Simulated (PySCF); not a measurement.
hydrogen bromide cation (BrH), SMILES Br (connectivity only; charge and spin as stated), charge +1, multiplicity 2. Coordinates come from a B3LYP-D3(BJ)/def2-TZVPD optimisation. The multiplicity is an assumed one; other spin states were not compared.

These are B3LYP-D3(BJ)/def2-TZVPD in PySCF 2.14.0 values and carry that method's errors.

Harmonic wavenumbers (cm⁻¹): 2407. Rotational constants (GHz): 238.2 (linear); symmetry number 1.

Work out the zero-point energy and the ideal-gas rigid-rotor harmonic-oscillator thermochemistry at 298.15 K and 1 atm.

ZPE = ½ Σ hcν = ½ × 2407 cm⁻¹ = 14.40 kJ/mol. H − E(el) = 23.08 kJ/mol. Entropy in J/(mol K): translation 163.54, rotation 35.43, vibration 0.00, spin 5.76, total 204.73. G − E(el) = -37.96 kJ/mol. Cp = 29.11 J/(mol K).
